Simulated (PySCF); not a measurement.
These compounds are isomers of formula C8H11BO.

A. SMILES CCCC#CC#CBOC
B. `COC1=CC=CC=CB1C`
C. SMILES CCOBc1ccccc1
D. `CCOC1=CBC=CC=C1`

Spectrum 1. ¹³C{¹H} NMR (computed): δ 191.2 (C), 155.2 (CH), 154.8 (CH), 139.7 (CH), 133.3 (CH), 123.8 (CH), 53.8 (CH3), 9.7 (CH3).

Spectrum 2. ¹³C{¹H} NMR (computed): δ 143.1 (CH), 141.4 (C), 138.3 (CH), 132.9 (CH), 71.3 (CH2), 20.4 (CH3).

Spectrum 3. ¹³C{¹H} NMR (computed): δ 176.0 (C), 166.8 (CH), 149.4 (CH), 143.5 (CH), 143.3 (CH), 127.2 (CH), 63.1 (CH2), 16.9 (CH3).

Spectrum 4. ¹³C{¹H} NMR (computed): δ 100.6 (C), 91.8 (C), 86.5 (C), 72.3 (C), 62.5 (CH3), 25.9 (CH2), 24.2 (CH2), 15.9 (CH3).

Theoretical values (PySCF): PBE0-D3(BJ)/def2-SVP geometry, PBE0/pcSseg-1 with gauge-including orbitals. In vacuum, a single conformation, averaged over atoms made equivalent by symmetry, fast rotation or ring inversion, non-relativistic Hamiltonian.

δ = σ(ref) − σ, references computed at the same level: ¹³C vs TMS. Carbons bonded to boron are broad in practice. Shifts are as computed. Against solution values, carbons near 30 ppm lie about +2 ppm off and those near 130 ppm about +5 ppm. Of 1313 compounds with measured shifts, 239 miss one by over three times the rms of a fit or turn the order of signals round; such compounds aren't used in these exercises.

Q: Which spectrum belongs to which compound?

A: 1–B, 2–C, 3–D, 4–A.

- Spectrum 1 (B): 8 ¹³C signals; δC 191.2 is an alkene carbon bearing oxygen; δC 155.2 is an alkene CH.
- Spectrum 2 (C): 6 ¹³C signals; δC 138.3 is an aromatic CH; δC 132.9 is an aromatic CH.
- Spectrum 3 (D): 8 ¹³C signals; δC 176.0 is an alkene carbon bearing oxygen; δC 149.4 is an alkene CH.
- Spectrum 4 (A): 8 ¹³C signals; δC 100.6 is an alkyne carbon; δC 91.8 is an alkyne carbon.
